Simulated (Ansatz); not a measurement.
One change: `C=CC#C[SeH]` becomes `C=CC#CCF`.

Ansatz, PBE0-D4/def2-TZVP geometries, multiplicity 1. Each molecule was computed in one conformer, which needn't be the lowest.

Scalar relativity is left out up to krypton.

| property | `C=CC#C[SeH]` |
| --- | --- |
| HOMO energy (ωB97M-V/def2-TZVPP) / eV | -8.32 |
| size of the dipole moment (PBE/def2-TZVPP) / D | 0.50 |
| HOMO energy (B3LYP/def2-TZVPP) / eV | -6.12 |
| size of the dipole moment (ωB97M-V/def2-TZVPP) / D | 0.59 |
| LUMO energy (PBE/def2-TZVPP) / eV | -1.75 |
| HOMO–LUMO gap (PBE0/def2-TZVPP) / eV | 5.45 |

(1) What does the change do to each property? (Estimate.)

Results:

(1) The calculation gave: 
```
                                          property  `C=CC#CCF`  shift
             HOMO energy (ωB97M-V/def2-TZVPP) / eV       -9.20  -0.88
    size of the dipole moment (PBE/def2-TZVPP) / D        1.76   1.26
               HOMO energy (B3LYP/def2-TZVPP) / eV       -6.90  -0.78
size of the dipole moment (ωB97M-V/def2-TZVPP) / D        1.95   1.36
                 LUMO energy (PBE/def2-TZVPP) / eV       -1.93  -0.18
              HOMO–LUMO gap (PBE0/def2-TZVPP) / eV        6.11   0.66
```

With PBE0 the HOMO falls by 0.78 eV and the LUMO falls by 0.12 eV, so the gap widens by about 0.66 eV. PBE moves the HOMO by -0.72 eV and ωB97M-V by -0.88 eV. Dipoles are sizes alone; their direction can turn.

B3LYP here is the variant with VWN-RPA as its local correlation; programs differ in this.

Spin–orbit coupling is left out; it splits and shifts lone-pair levels of the heavy atoms by tenths of an eV.
